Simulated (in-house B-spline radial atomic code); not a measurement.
# Ionising Ge⁷⁺ with different functionals

Computed with an all-electron radial atomic-structure program (B-spline basis): non-relativistic Hamiltonian, point nucleus, spin-polarised at highest spin, spherical fractional occupations for the functionals, and exact exchange of hybrids averaged over the configuration. The ionisation energy is the difference of two self-consistent energies, [Ar] 3d7 → [Ar] 3d6, without Breit or QED terms; ε is the level of the shell that loses the electron (its least bound occupied spin orbital). There is no spin-orbit coupling in this Hamiltonian.

```json
{"method": "PBE0", "rung": "global hybrid", "ΔSCF (eV)": "176.83", "-ε(3d) (eV)": "165.96"}
{"method": "B3LYP", "rung": "global hybrid", "ΔSCF (eV)": "177.03", "-ε(3d) (eV)": "165.22"}
{"method": "TPSSh", "rung": "global hybrid", "ΔSCF (eV)": "176.71", "-ε(3d) (eV)": "163.10"}
{"method": "M06-2X", "rung": "global hybrid", "ΔSCF (eV)": "176.70", "-ε(3d) (eV)": "171.16"}
{"method": "BHandHLYP", "rung": "global hybrid", "ΔSCF (eV)": "176.53", "-ε(3d) (eV)": "170.27"}
{"method": "r2SCAN0", "rung": "global hybrid", "ΔSCF (eV)": "176.38", "-ε(3d) (eV)": "165.71"}
{"method": "B97-1", "rung": "global hybrid", "ΔSCF (eV)": "176.91", "-ε(3d) (eV)": "165.28"}
{"method": "HSE06", "rung": "range-separated hybrid", "ΔSCF (eV)": "176.77", "-ε(3d) (eV)": "165.47"}
{"method": "wB97X", "rung": "range-separated hybrid", "ΔSCF (eV)": "176.59", "-ε(3d) (eV)": "167.77"}
{"method": "CAM-B3LYP", "rung": "range-separated hybrid", "ΔSCF (eV)": "176.96", "-ε(3d) (eV)": "167.22"}
{"method": "LC-wPBE", "rung": "range-separated hybrid", "ΔSCF (eV)": "177.03", "-ε(3d) (eV)": "167.36"}
```

Among the functionals, which spreads more, the ΔSCF values or the orbital energies?

The orbital energies: ΔSCF values span about 0.66 eV and the orbital energies 8.07 eV; here energy differences depend much less on the functional than eigenvalues do.

How do they compare with the NIST value?

NIST lists 176 eV ± 1.7 (tabulated theory, ground level to ground level). Errors run from -0.02 to +0.63 eV; all lie within about twice that uncertainty, so the table can't rank the methods.
